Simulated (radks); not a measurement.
All-electron atom: the ytterbium ion Yb4+ in [Kr] 4d10 4f12 5s1 5p6 6s1 (not the ground configuration). Calculated with a radial shooting solver on a logarithmic mesh with Libxc functionals: scalar-relativistic Kohn-Sham, PBE, spin-unpolarised, spherical densities, point nucleus.

Local quantities along the radius. ELF = 1/(1 + alpha^2) is the electron localisation function; alpha = (tau - tau_W)/tau_unif compares the Pauli kinetic energy density with that of the uniform gas. tau is taken from the large components.

```
   r/bohr * ELF (the largest magnitude, 0.999, reaches the edge; | marks zero)
 0.002069 |                                                      *
 0.002782 |                                                      *
  0.00377 |                                                      *
  0.00511 |                                                      *
  0.00687 |                                                      *
  0.00931 |                                                     *
  0.01252 |                                                  *
  0.01696 |                                        *
  0.02299 |                      *
  0.03091 |                  *
  0.04189 |                              *
  0.05632 |                                        *
  0.07633 |                                  *
   0.1035 |                  *
   0.1391 |                           *
   0.1885 |                                       *
   0.2555 |                       *
   0.3435 |                 *
   0.4655 |                                      *
   0.6259 |                                 *
   0.8482 |                 *
     1.15 |                       *
    1.546 |                         *
    2.095 |       *
    2.839 |          *
    3.817 |                                       *
    5.173 |                                                   *
    6.954 |                                                    *
```

On this mesh the ELF has minima near r = 0.031, 0.10, 0.30, 0.85, 2.4 bohr, which separate the shells, and maxima near 0.056 (0.74), 0.19 (0.73), 0.54 (0.70), 1.3 (0.51).
